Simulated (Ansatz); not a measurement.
Molecule: GeCl₄, charge 0, multiplicity 1. SMILES: [Cl][Ge]([Cl])([Cl])[Cl]
Structure (B3LYP-D3(BJ)/def2-TZVP (Ansatz, a program for electronic structure) minimum search):
```
Ge
Cl 1 2.1338
Cl 1 2.1338 2 109.47
Cl 1 2.1338 2 109.47 3 120.00
Cl 1 2.1338 2 109.47 3 -120.00
```
Charge 0, spin multiplicity 1.

Computed values are from Ansatz. Correlated levels leave the core frozen unless marked. UHF or UKS for open shells. No spin-orbit coupling. The frozen core is the preceding noble-gas configuration, with the filled d and f shells of earlier blocks. Non-relativistic. Basis-set limits of correlation are two-point, X^-3; Hartree-Fock from the larger set.

### Question
What is the dipole moment at CCSD(T)/def2-SVPD?

### Answer
0.00 D.

### Question
What is the atomisation energy De at CCSD(T)/CBS(def2-TZVPPD,def2-QZVPPD)?

### Answer
338.6 kcal/mol.

### Question
What is the T1 diagnostic at CCSD/def2-QZVPPD?

### Answer
0.008.

### Question
What is the total energy at CCSD(T)/CBS(def2-TZVPPD,def2-QZVPPD)?

### Answer
-3914.8049 Eh.
